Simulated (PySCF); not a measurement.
Bonds broken one at a time in the series B I-H. All species are isolated molecules in the gas phase. Strings in code marks are SMILES.

The highest occupied spin orbital from two functionals at the same geometries (PBE0-D3(BJ)/def2-TZVP), both in PySCF: PBE-D3(BJ)/def2-TZVP and ωB97X-D3(BJ)/def2-TZVP. 

```tsv
species	PBE-D3(BJ)/def2-TZVP (eV)
radical fragment (`[B](I)I`)	-4.84
radical fragment (`[BH]I`)	-4.85
radical fragment (`[BH2]`)	-4.92
```

Problem. What does ωB97X-D3(BJ)/def2-TZVP give for each?

Solution. 
- radical fragment (`[B](I)I`): -8.18
- radical fragment (`[BH]I`): -8.33
- radical fragment (`[BH2]`): -8.51
Over these rows, drawn at random from the members with no instability flagged (it was tested for open shells, ions and some series alone), PBE minus ωB97X-D3(BJ): mean +3.47 eV, from +3.34 eV to +3.58 eV.
